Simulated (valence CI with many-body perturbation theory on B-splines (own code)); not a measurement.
**Ta⁴⁰⁺: magnetic and hyperfine properties of the levels**

Calculated by configuration interaction combined with many-body perturbation theory (CI+MBPT): five valence electrons over a frozen Dirac-Fock core [Ar] 3d10, radial functions for each j: 11 s, 11 p, 10 d, 8 f, 5 g, 2 h, with the one-electron correlation potential Σ1 (screened to all orders), the two-electron term Σ2, the three-electron term Σ3, Breit, model QED; selected single and double excitations, second order for the rest, scaled by the run's own slope (own B-spline code, finite nucleus).

No measured spectrum was set against this ion. As an estimate, large intervals hold to a few tenths of a per cent, small ones and those within an open d or f shell to about a per cent. Among the levels kept, up to 2100 cm⁻¹ of a level comes from second order outside the variational space, and about a tenth of that is noise between levels of different J, which matters for small intervals.

A/g_I is the dipole constant over the nuclear g factor μ/I (μ in nuclear magnetons, uniformly magnetised nucleus), B/Q the quadrupole constant per barn. Both hold the static response of the core; the bare values leave it out. Large factors of s and p1/2 electrons are usually good to 5 to 10 %; those of open d and f shells near neutrality can be off by tens of per cent, and small factors of p3/2, d and f electrons come from cancelling terms and can be off by a factor of two or in sign, in half-filled shells by more. B is blank for J = 1/2, where it vanishes, and for nearly pure S terms. Energies count from the lowest level.

Levels are named by their leading jj configuration (3d3/2^4 stands for four electrons in 3d with j = 3/2), which in mixed levels can hold well under half, so a name can repeat and another be missing. Letters in brackets count levels of one name in rising energy.

```tsv
Level	E (eV)	g	A/g_I (MHz)	A/g_I bare	B/Q (MHz/b)	B/Q bare
(4s^2 4p1/2^2 4p3/2) J=3/2	0.00	1.367	52000	49900	100000	96700
(4s^2 4p1/2 4p3/2^2) J=3/2	82.47	1.454	-26000	-25600	13000	12600
(4s^2 4p1/2 4p3/2^2) J=5/2	87.83	1.196	135000	130000	-252	-230
(4s^2 4p1/2 4p3/2^2) J=1/2	94.55	0.659	458000	444000		
(4s^2 4p1/2^2 4d3/2) J=3/2	150.20	0.791	22000	22200	13200	13100
(4s^2 4p1/2^2 4d5/2) J=5/2	170.15	1.351	150000	145000	1970	2080
(4s^2 4p3/2^3) J=3/2	177.99	1.301	55400	53300	-113000	-109000
(4s 4p1/2^2 4p3/2^2) J=5/2	183.29	1.333	178000	172000	43900	42600
(4s 4p1/2^2 4p3/2^2) J=1/2	192.59	2.121	1340000	1290000		
(4s 4p1/2^2 4p3/2^2) J=3/2	194.73	1.169	-188000	-181000	-23700	-23000
(4s^2 4p1/2 4p3/2 4d3/2) J=5/2 [a]	232.30	0.963	103000	99800	-15000	-14300
(4s^2 4p1/2 4p3/2 4d3/2) J=3/2 [a]	232.47	0.917	89800	87500	-64400	-62200
(4s^2 4p1/2 4p3/2 4d3/2) J=1/2 [a]	232.83	0.213	170000	166000		
(4s^2 4p1/2 4p3/2 4d3/2) J=7/2	237.65	1.049	98400	95500	100000	97200
(4s^2 4p1/2 4p3/2 4d5/2) J=3/2 [a]	250.77	1.473	74000	72000	-51800	-50000
(4s^2 4p1/2 4p3/2 4d5/2) J=7/2 [a]	251.04	1.310	-20900	-19900	115000	112000
(4s^2 4p1/2 4p3/2 4d3/2) J=5/2 [b]	251.73	1.209	10600	10600	81800	79300
(4s^2 4p1/2 4p3/2 4d3/2) J=3/2 [b]	252.92	1.193	18500	17800	10800	10300
(4s^2 4p1/2 4p3/2 4d3/2) J=1/2 [b]	253.68	1.675	217000	209000		
(4s^2 4p1/2 4p3/2 4d5/2) J=5/2 [a]	254.92	1.185	164000	159000	-80300	-77600
(4s^2 4p1/2 4p3/2 4d5/2) J=9/2	256.97	1.196	73800	71700	103000	100000
(4s^2 4p1/2 4p3/2 4d5/2) J=3/2 [b]	269.64	1.114	80700	78700	-20200	-19500
(4s^2 4p1/2 4p3/2 4d5/2) J=7/2 [b]	269.78	1.109	84700	82200	13500	13400
(4s^2 4p1/2 4p3/2 4d5/2) J=5/2 [b]	270.04	1.218	-4090	-3700	14700	14500
(4s^2 4p1/2 4p3/2 4d5/2) J=1/2	271.31	1.378	-227000	-218000		
(4s^2 4p1/2 4p3/2 4d5/2) J=3/2 [c]	274.99	1.248	167000	162000	-54900	-53100
(4s 4p1/2 4p3/2^3) J=5/2	279.67	1.265	302000	292000	-112000	-109000
(4s 4p1/2 4p3/2^3) J=3/2	288.72	1.088	85700	82900	2930	2890
(4s 4p1/2 4p3/2^3) J=1/2	289.36	1.248	-351000	-340000		
(4s 4p1/2^2 4p3/2 4d3/2) J=5/2 [a]	325.42	1.277	207000	200000	35700	34500
(4s 4p1/2^2 4p3/2 4d3/2) J=3/2 [a]	326.33	1.343	172000	167000	-4000	-4050
(4s 4p1/2^2 4p3/2 4d3/2) J=1/2 [a]	326.38	2.529	752000	727000		
(4s 4p1/2^2 4p3/2 4d3/2) J=7/2	328.50	1.291	211000	204000	94100	91200
(4s^2 4p3/2^2 4d3/2) J=3/2 [a]	333.86	1.179	37900	36600	-44400	-43200
(4s^2 4p3/2^2 4d3/2) J=1/2	334.19	1.556	66100	62300		
(4s^2 4p3/2^2 4d3/2) J=5/2	334.65	1.195	55800	54200	-9910	-9670
(4s 4p1/2^2 4p3/2 4d3/2) J=5/2 [b]	335.88	0.891	-14000	-13000	29100	28000
(4s^2 4p3/2^2 4d3/2) J=7/2	336.80	1.157	42200	41100	21300	20900
(4s 4p1/2^2 4p3/2 4d3/2) J=3/2 [b]	338.00	0.983	52100	50900	-60000	-58000
(4s^2 4p3/2^2 4d5/2) J=7/2	341.43	1.195	30200	29400	9780	9730
```

**Question.** Take the isotope of mass number 181, with I = 7/2, μ = 2.365 μN and Q = 3.17 b. What is the hyperfine structure of (4s^2 4p3/2^3) J=3/2?

**Answer.** From the table A = 37400 MHz, B = -358000 MHz. Shifts from the centre of gravity in MHz: F = 2: -444000, F = 3: -76300, F = 4: 176000, F = 5: 107000.
